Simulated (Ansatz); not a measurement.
`[NH2][SnH2][OH]` + `N[SiH3]` → `[OH][SnH2][NH][SiH3]` + NH₃  (ligand exchange at the Sn–N bond)

Gas-phase electronic energies from Ansatz, PBE0-D4/def2-TZVP geometries. CCSD(T)/CBS is the MP2 limit (def2-TZVPP, def2-QZVPP) plus CCSD(T) − MP2 in def2-TZVPP, frozen cores. This one scheme is used for every species. DFT in def2-TZVPP. def2 core potentials past Kr. For Sn outer-core shells are correlated without core-valence functions, which leaves a few kJ/mol of doubt a bond. One conformer a species, not always the lowest.

`[NH2][SnH2][OH]`:

```xyz
8

N    -0.845   -0.970   -0.826
Sn   -0.038    0.493    0.290
O     1.481   -0.367    1.193
H    -1.853   -0.951   -0.888
H    -0.464   -1.080   -1.755
H    -1.193    0.932    1.463
H     0.624    1.796   -0.607
H     2.288    0.147    1.131
```

`N[SiH3]`:

```xyz
7

N     0.109   -0.993   -0.373
Si    0.014    0.640    0.158
H    -0.636   -1.381   -0.929
H     0.497   -1.694    0.238
H    -0.328    1.483   -1.017
H    -0.999    0.924    1.219
H     1.343    1.021    0.703
```

`[OH][SnH2][NH][SiH3]`:

Z-matrix (Å, degrees):
```
Sn
N 1 2.016
O 1 1.967 2 108.6
H 1 1.702 2 106.5 3 118.9
H 1 1.698 2 110.5 3 -111.7
Si 2 1.717 1 128.0 3 -102.1
H 2 1.010 1 114.4 3 71.5
H 3 0.960 1 113.2 2 55.3
H 6 1.491 2 113.1 1 114.1
H 6 1.490 2 112.7 1 -124.7
H 6 1.488 2 106.7 1 -5.2
```

NH₃:

```xyz
4

N     0.113    0.179   -0.186
H    -0.801    0.486    0.124
H    -0.001   -0.747   -0.579
H     0.689    0.081    0.641
```

Question: Is it downhill or uphill in electronic energy at CCSD(T)/CBS, and by how much? (Best estimate.)

Answer: Computed: Downhill: ΔE = -6.0 kcal/mol.

Question: What do these levels give: PBE-D4, PBE0-D4, B2PLYP, PBE, HF/def2-TZVPP, CCSD/def2-TZVPP? (Estimate.)

Answer: Computed: PBE-D4 -5.0, PBE0-D4 -5.2, B2PLYP -4.8, PBE -4.0, HF/def2-TZVPP -4.3, CCSD/def2-TZVPP -5.7 kcal/mol.

Largest T1 diagnostic among the species: 0.013.

In def2-TZVPP, CCSD(T) changes the Hartree–Fock value by −1.7 kcal/mol (the triples alone add −0.3 kcal/mol) and MP2 by −1.9 kcal/mol. The D4 term adds −1.5 kcal/mol with B3LYP and −0.9 kcal/mol with PBE0; it sums over pairs of atoms, weighted by their polarisabilities, and B3LYP, whose exchange is more repulsive, gets the larger term.

B3LYP here is the variant with VWN-RPA as its local correlation; programs differ in this.
